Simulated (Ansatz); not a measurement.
`N=C=O` and `[CH3][SnH2][N]=C=O` differ in one atom or group.

Ansatz, PBE0-D4/def2-TZVP geometries, multiplicity 1. Each molecule was computed in one conformer, which needn't be the lowest.

Elements past krypton have def2 core potentials.

```json
{"property": "HOMO–LUMO gap (PBE/def2-TZVPP) / eV", "`N=C=O`": "6.49"}
{"property": "size of the dipole moment (B3LYP/def2-TZVPP) / D", "`N=C=O`": "2.13"}
{"property": "HOMO–LUMO gap (B3LYP/def2-TZVPP) / eV", "`N=C=O`": "8.46"}
{"property": "HOMO energy (PBE/def2-TZVPP) / eV", "`N=C=O`": "-7.37"}
{"property": "LUMO energy (PBE0/def2-TZVPP) / eV", "`N=C=O`": "0.20"}
{"property": "size of the dipole moment (PBE/def2-TZVPP) / D", "`N=C=O`": "2.05"}
```

Q: What does the change do to each property? (Best estimate.)

A: Ansatz gave: 
```tsv
property	`[CH3][SnH2][N]=C=O`	shift
HOMO–LUMO gap (PBE/def2-TZVPP) / eV	5.51	-0.98
size of the dipole moment (B3LYP/def2-TZVPP) / D	4.11	1.98
HOMO–LUMO gap (B3LYP/def2-TZVPP) / eV	7.15	-1.31
HOMO energy (PBE/def2-TZVPP) / eV	-6.65	0.72
LUMO energy (PBE0/def2-TZVPP) / eV	-0.38	-0.58
size of the dipole moment (PBE/def2-TZVPP) / D	3.95	1.90
```

With PBE0 the HOMO rises by 0.82 eV and the LUMO falls by 0.58 eV, so the gap narrows by about 1.40 eV. PBE moves the HOMO by 0.72 eV and ωB97M-V by 0.89 eV. Dipoles are sizes alone; their direction can turn.

B3LYP here is the variant with VWN-RPA as its local correlation; programs differ in this.
